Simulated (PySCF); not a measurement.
Compound: C6H9NO (charge -1 and doublet state).
Z-matrix (Å and degrees, GFN2-xTB geometry), rows numbered from 1:
```
C 
C   1  1.5321
C   2  1.4977  1  117.15
C   3  1.4009  2   93.89  1  -116.59
C   4  1.3913  3  137.12  2  -176.91
N   5  1.4514  4  114.74  3    -5.44
O   5  1.2622  4  127.41  3   175.33
C   4  1.5157  3   91.73  2    -0.37
H   1  1.0925  2  111.22  3   169.71
H   1  1.0914  2  110.40  3   -70.04
H   1  1.0883  2  109.88  3    49.31
H   2  1.1066  1  107.68  3   132.49
H   3  1.0776  2  130.55  1    58.51
H   6  1.0132  5  110.98  4    31.71
H   6  1.0148  5  109.70  4   154.50
H   8  1.0933  2  114.22  1     1.71
H   8  1.0944  2  114.99  1  -124.52
```

The hyperfine couplings belong to this conformer and change with its torsions.

Identity: `C[C@@H]1C=C([C](N)[O-])C1` [radical] (charge -1).

The calculation used UKS B3LYP, pcH-1 on C H N O, non-relativistic, mean-field spin-orbit, GIAO (PySCF 2.14.0). Whether the extra electron is bound in the gas phase wasn't checked; a finite basis holds it in any case. The geometry wasn't refined by DFT: couplings that depend on bond lengths, twists or pyramidal angles can differ widely from those at the functional's own minimum, by a factor of two or more for some ions and for spin on atoms past the first row. No stability test was run, so a lower SCF solution isn't excluded.

Predict the first-order ENDOR lines of C1, C3, C2, C4, C8, H12, H13, H14/H15 and H16 under fast tumbling at B = 1210.0 mT (Q band).

For S = 1/2 in fast tumbling each set of equivalent nuclei gives two lines, ν± = |νn ± a/2| to first order, with νn = g_N μN B/h and μN/h = 7.62259 MHz/T.

```tsv
nuclei	isotope	g_N	νn (MHz)	a_iso (MHz)	lower line (MHz)	upper line (MHz)
C1	13C	1.4048	12.96	61.48	17.78	43.70
C3	13C	1.4048	12.96	41.20	7.64	33.56
C2	13C	1.4048	12.96	-17.84	4.04	21.88
C4	13C	1.4048	12.96	-10.14	7.89	18.03
C8	13C	1.4048	12.96	-2.22	11.85	14.07
H12	1H	5.5857	51.52	43.15	29.94	73.09
H13	1H	5.5857	51.52	-33.20	34.92	68.12
H14/H15	1H	5.5857	51.52	7.26	47.89	55.15
H16	1H	5.5857	51.52	2.06	50.49	52.55
```

The rows for 13C, of low natural abundance, apply to labelled samples.

Which pairs are centred on the nuclear Larmor frequency, and which on half the coupling?

Centred on νn, since |a| < 2νn: C2, C4, C8, H12, H13, H14/H15 and H16. Centred on |a|/2 and split by 2νn: C1 and C3.

At what field would the lower line of H12 fall to zero frequency?

Where νn = |a|/2, that is B = 21.58 MHz/(5.5857 × 7.62259 MHz/T) = 507 mT, as far as first order holds there.

Couplings of abundant isotopes left out: N6 (7.7 MHz) and H17 (2.0 MHz).

Means are taken over nuclei equivalent by connectivity, which assumes that they swap fast.

Time: 83 s (with the writing of density and orbital grids); peak memory 0.97 GiB. Hardware: an Arm Neoverse V2 with one thread, no GPU, shared host with 96 logical CPUs at a one-minute load of 52.

The SMILES draws the unpaired electron on C5; the largest computed Mulliken spin population is on C3 (0.53 against 0.17).
